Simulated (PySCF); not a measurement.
State search for KPb⁺

Unrestricted PBE0; PySCF, scalar-relativistic core potentials, basis sets K def2-SVPD, Pb def2-SVPD with ECP60. Outer shells of the fragments: K+ closed shells only; Pb 5d10 6s2 6p2.

Followed along the bond (rough minima from three points):

```csv
2Ms+1,unpaired,⟨S²⟩ at the start,R at minimum (Å),Te (eV)
3,"σ ↑, π ↑",2.00,3.95,0.00
1,"σ ↑, π ↓",1.00,4.02,0.29
1,none,0.00,3.86,0.54
3,π ↑↑,2.00,none in the scan,≤ 0.48
1,π ↑↓,1.00,none in the scan,≤ 0.79
```

Solutions found at the starting distance of 3.440 Å, counted from the lowest of them; the search is not exhaustive and high or unbound solutions are not listed, so other states can lie among these:

```
2Ms+1  unpaired   term  E (eV)  ⟨S²⟩  ⟨Lz²⟩   μ (D)
    3  σ ↑, π ↑     ³Π    0.00  2.00   1.00  -10.81
    1  σ ↑, π ↓  mixed    0.31  1.00   1.00  -10.76
    3      π ↑↑    ³Σ⁻    0.52  2.00   0.00  -11.60
    1      none    ¹Σ⁺    0.56  0.00   0.00   -9.65
    1      π ↑↓  mixed    0.81  1.00   2.01  -11.52
    1      none  mixed    1.59  0.00   2.00  -11.23
```

A term symbol is given only where ⟨S²⟩ and ⟨Lz²⟩ are close to those of a pure state; real π, δ and φ orbitals otherwise mix terms. A positive dipole points towards Pb; it is taken about the centre of mass and depends on that origin.

These are scalar-relativistic numbers at best; spin–orbit coupling would shift them, the dissociation energy most.
